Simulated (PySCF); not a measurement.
Ligands exchanged one at a time, B F-NH2. Isolated molecules, 0 K electronic values unless said otherwise. Strings in code marks are SMILES.

Quantity: vertical ionisation energy (energy after one electron is removed minus that of the parent at the parent's geometry), in eV.

Case: `NB(F)F`. Geometry of `NB(F)F` (neutral, multiplicity 1, Å):

```xyz
6

N     -0.7471    -0.0069     0.0375
B      0.6452     0.0059    -0.0323
F      1.3401     1.1184     0.2136
F      1.3324    -1.0938    -0.3476
H     -1.2882    -0.8335    -0.1440
H     -1.2824     0.8098     0.2729
```

Task: Predict the vertical ionisation energy (energy after one electron is removed minus that of the parent at the parent's geometry) from B3LYP-D3(BJ)/def2-TZVP (PySCF).

Result: 11.48 eV.
